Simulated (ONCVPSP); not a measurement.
## As, ONCV: configuration errors across variants

| Item | Value |
| --- | --- |
| Element | As |
| Generator | ONCVPSP 4.0.1 |
| Type | optimised norm-conserving Vanderbilt (ONCV) |
| Functional | PBE |
| Relativity | scalar-relativistic |
| Frozen core | [Ar] 3d10 |
| Valence charge | 5 |
| Reference configuration | 4s1.5 4p3.5 |
| Partial waves | 4s: rc 1.50 bohr, ncon 3, nbas 7, qcut 4.1 1/bohr, 2 projectors, debl 0.4 Ha; 4p: rc 1.60 bohr, ncon 4, nbas 9, qcut 6 1/bohr, 2 projectors, debl 0.8 Ha; d scattering state at 0.07 Ha: rc 1.60 bohr, ncon 5, nbas 8, qcut 5.7 1/bohr, 1 projector |
| Local potential | polynomial inside 1.30 bohr (lpopt 5, dvloc0 1 Ha) |
| Core correction | Teter function, fcfact 3.75, rcfact 1.65 |

In the s channel the program set the typed energies aside and used -0.549, 0.250 Ha.

All-electron excitation energies from the reference (eV): (1) 4s2 4p3 -4.679; (2) 4s2 4p2 4.470; (3) 4s2 4p1 22.388; (4) 4s0 4p5 14.377.

A true bound ghost makes a file unfit for plane-wave use even where its test errors are small: the radial tests pick states by their node count and pass the ghost by.

Errors AE − PS in meV (a dash: test not solved or not reliable):

| change | (1) | (2) | (3) | (4) | bound ghosts | GHOST(+) flags above zero |
| --- | --- | --- | --- | --- | --- | --- |
| base | -2.9 | -23 | -146 | -24 | none | s, d |
| core correction Teter function, fcfact 6.6, rcfact 1.65 | -4.0 | -40 | -230 | -34 | none | s, d |
| core correction Teter function, fcfact 1.5, rcfact 1.6 | -1.2 | -7.9 | -57 | -8.3 | none | s, d |
| s: qcut 3.9 | -3.3 | -24 | -146 | -25 | none | s, d |
| local potential polynomial inside 1.30 bohr (lpopt 5, dvloc0 2.5 Ha) | -2.9 | -23 | -146 | -25 | d | s, d |

(1) Give the same row for: d: rc 1.5, qcut 6.1, nproj 0; local potential the d channel.

## Answers

(1) -3.0, -24, -146, -25; bound ghosts: s, p; GHOST(+) flags above zero: none.
